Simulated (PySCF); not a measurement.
## Spin-rotation constants: `BP[SiH2]B(OC)OC`, C2H11B2O2PSi

Molfile (atoms numbered from 1):
```
C2H11B2O2PSi
     RDKit          3D

 19 18  0  0  0  0  0  0  0  0999 V2000
    2.7341   -0.4954    0.4304 B   0  0  0  0  0  0  0  0  0  0  0  0
    2.3929    1.2718    0.1166 P   0  0  0  0  0  0  0  0  0  0  0  0
    0.5420    1.2591   -1.1730 Si  0  0  0  0  0  4  0  0  0  0  0  0
   -0.7668   -0.0081   -0.4043 B   0  0  0  0  0  0  0  0  0  0  0  0
   -1.3673    0.0624    0.8063 O   0  0  0  0  0  0  0  0  0  0  0  0
   -1.1607    1.0847    1.7452 C   0  0  0  0  0  0  0  0  0  0  0  0
   -1.0305   -1.0719   -1.1924 O   0  0  0  0  0  0  0  0  0  0  0  0
   -1.8872   -2.1334   -0.8183 C   0  0  0  0  0  0  0  0  0  0  0  0
    1.8871   -1.1279    0.9394 H   0  0  0  0  0  0  0  0  0  0  0  0
    3.7907   -0.9614    0.2529 H   0  0  0  0  0  0  0  0  0  0  0  0
    3.3746    1.6398   -0.7758 H   0  0  0  0  0  0  0  0  0  0  0  0
    0.9528    0.9739   -2.5581 H   0  0  0  0  0  0  0  0  0  0  0  0
    0.1976    2.6962   -1.1835 H   0  0  0  0  0  0  0  0  0  0  0  0
   -0.3071    1.7168    1.4789 H   0  0  0  0  0  0  0  0  0  0  0  0
   -0.9785    0.6248    2.7189 H   0  0  0  0  0  0  0  0  0  0  0  0
   -2.0613    1.7015    1.8060 H   0  0  0  0  0  0  0  0  0  0  0  0
   -2.9160   -1.8888   -1.0918 H   0  0  0  0  0  0  0  0  0  0  0  0
   -1.8390   -2.3119    0.2568 H   0  0  0  0  0  0  0  0  0  0  0  0
   -1.5673   -3.0230   -1.3618 H   0  0  0  0  0  0  0  0  0  0  0  0
  1  2  1  0
  2  3  1  0
  3  4  1  0
  4  5  1  0
  5  6  1  0
  4  7  1  0
  7  8  1  0
  1  9  1  0
  1 10  1  0
  2 11  1  0
  3 12  1  0
  3 13  1  0
  6 14  1  0
  6 15  1  0
  6 16  1  0
  8 17  1  0
  8 18  1  0
  8 19  1  0
M  END
```

Method used: PySCF 2.14.0, GIAO PBE0/pcSseg-1 magnetisability, rotational g tensor and spin-rotation constants, non-relativistic, gas phase. Geometry: GFN2-xTB.

Give the nuclear spin-rotation constants along the inertial axes (H = +C I·J) beside the isotropic shieldings.

Rotational constants 1.8393, 0.8332, 0.7563 GHz. A star marks the isotopologue with that one atom substituted, in its own axes.
| atom | isotope | Caa (kHz) | Cbb (kHz) | Ccc (kHz) | mean (kHz) | σ (ppm) |
| --- | --- | --- | --- | --- | --- | --- |
| B1 | 11B | 0.887 | 0.238 | 0.262 | 0.462 | 13.2 |
| P2 | 31P | 2.647 | 0.994 | 0.687 | 1.443 | 483.1 |
| B4 | 11B | 0.496 | 0.233 | 0.168 | 0.299 | 70.9 |
| H9 | 1H | 0.141 | -0.070 | -0.038 | 0.011 | 23.5 |
| H10 | 1H | 0.010 | -0.001 | -0.040 | -0.010 | 22.9 |
| H11 | 1H | -0.037 | -0.054 | -0.069 | -0.053 | 28.5 |
| H12 | 1H | -0.168 | 0.012 | -0.053 | -0.070 | 27.8 |
| H13 | 1H | -0.149 | -0.036 | -0.011 | -0.066 | 27.4 |
| H14 | 1H | 0.061 | -0.073 | -0.069 | -0.027 | 27.3 |
| H15 | 1H | -0.192 | -0.069 | 0.028 | -0.077 | 27.5 |
| H16 | 1H | -0.125 | -0.031 | -0.034 | -0.063 | 27.6 |
| H17 | 1H | -0.037 | -0.075 | -0.035 | -0.049 | 28.0 |
| H18 | 1H | -0.180 | -0.034 | -0.004 | -0.072 | 27.3 |
| H19 | 1H | -0.192 | 0.033 | -0.069 | -0.076 | 28.0 |
| Si3 | 29Si* | -0.910 | -0.409 | -0.418 | -0.579 | 449.5 |
| O5 | 17O* | -0.314 | -0.234 | -0.044 | -0.197 | 189.1 |
| C6 | 13C* | 0.385 | 0.134 | 0.175 | 0.231 | 128.5 |

For the geometry as given, no vibrational averaging.

How do the rotational constants and the g tensor change when H9, H10, H11, H12, H13, H14, H15, H16, H17, H18, H19 are replaced by deuterium?

Constants 1.5199, 0.7356, 0.6650 GHz; g -0.0226, -0.0100, -0.0073, against -0.0272, -0.0112, -0.0085 before.
